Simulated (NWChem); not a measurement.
System meant: AlGeH3F2; SMILES [F][Al]([F])[GeH3]

Input file for NWChem:

```
start job
memory heap 200 mb stack 900 mb global 1100 mb
geometry units angstroms noautoz
  Al     0.005232    -1.058226     0.002773
  F      1.421195    -1.951407    -0.006922
  F     -1.423994    -1.930407    -0.007640
  Ge     0.007110     1.393747     0.010171
  H     -1.033931     1.942725     1.020719
  H      1.403383     1.956135     0.379528
  H     -0.375130     1.933902    -1.394581
end
basis spherical
  * library def2-svp
end
dft
  odft
  mult 2
  xc pbe0
  iterations 150
  mulliken
end
task dft energy
```

End of the output:

```
 Summary of "ao basis" -> "" (spherical)
 ------------------------------------------------------------------------------
       Tag                 Description            Shells   Functions and Types
 ---------------- ------------------------------  ------  ---------------------
 *                          def2-svp                  on all atoms

                                 NWChem DFT Module
                                 -----------------

 Summary of "ao basis" -> "ao basis" (spherical)
 ------------------------------------------------------------------------------
       Tag                 Description            Shells   Functions and Types
 ---------------- ------------------------------  ------  ---------------------
 Al                         def2-svp                 8       18   4s3p1d
 F                          def2-svp                 6       14   3s2p1d
 Ge                         def2-svp                12       32   5s4p3d
 H                          def2-svp                 3        5   2s1p

 Summary of "ao basis" -> "ao basis" (spherical)
 ------------------------------------------------------------------------------
       Tag                 Description            Shells   Functions and Types
 ---------------- ------------------------------  ------  ---------------------
 Al                         def2-svp                 8       18   4s3p1d
 F                          def2-svp                 6       14   3s2p1d
 Ge                         def2-svp                12       32   5s4p3d
 H                          def2-svp                 3        5   2s1p

  number of electrons :                   66
  multiplicity        :                    2
 ------------------------------------------------------------------------
  no. of electrons and multiplicity not compatible                  66
 ------------------------------------------------------------------------
 ------------------------------------------------------------------------
  current input line :
    22: task dft energy
 ------------------------------------------------------------------------
 ------------------------------------------------------------------------
 There is an error in the input file
 ------------------------------------------------------------------------
 For more information see the NWChem manual at https://nwchemgit.github.io

0: no. of electrons and multiplicity not compatible:Received an Error in Communication
```

Problem. Can this run be used? If not, why, and what is the fix?

Solution. The input was rejected before any calculation. Cause: the multiplicity doesn't fit the number of electrons (an even count wants an odd multiplicity, and the reverse). This input runs:
```
start job
memory heap 200 mb stack 900 mb global 1100 mb
geometry units angstroms noautoz
  Al     0.005232    -1.058226     0.002773
  F      1.421195    -1.951407    -0.006922
  F     -1.423994    -1.930407    -0.007640
  Ge     0.007110     1.393747     0.010171
  H     -1.033931     1.942725     1.020719
  H      1.403383     1.956135     0.379528
  H     -0.375130     1.933902    -1.394581
end
basis spherical
  * library def2-svp
end
dft
  xc pbe0
  iterations 150
  mulliken
end
task dft energy
```
It converges to -2520.00446 Ha (PBE0/def2-SVP).
